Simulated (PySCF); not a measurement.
## A survey of ³¹P NMR shifts

Fast rotation and ring inversion assumed for equivalent nuclei, a single conformation, gas phase, non-relativistic. PBE0/pcSseg-1 with gauge-including orbitals; geometry from GFN2-xTB; PySCF 2.14.0 with density-fitted response routines.

Shieldings were converted by a linear fit to measured shifts: ³¹P: δ = 270.09 − 0.828σ (rms 18.1 ppm, 64 shifts vs H3PO4, solution or neat liquid). Occasional misses reach two or three times the rms, and more in compound classes unlike the fitted ones.

Problem. Match the shifts 233.2, 211.3, -54.6, -237.2 ppm to `CC[Si@@H](P)S[SiH3]`, `C=C(C)Pc1cccs1`, `Cc1pccc(C=O)c1[SiH3]`, `Cc1pcsc1C1CC1`.

Solution. 233.2: Cc1pccc(C=O)c1[SiH3] (phosphorus bonded to 2 C, in a 6-membered ring); 211.3: Cc1pcsc1C1CC1 (phosphorus bonded to 2 C, in a 5-membered ring); -54.6: C=C(C)Pc1cccs1 (phosphorus bonded to 2 C, H); -237.2: CC[Si@@H](P)S[SiH3] (phosphorus bonded to Si, 2 H).
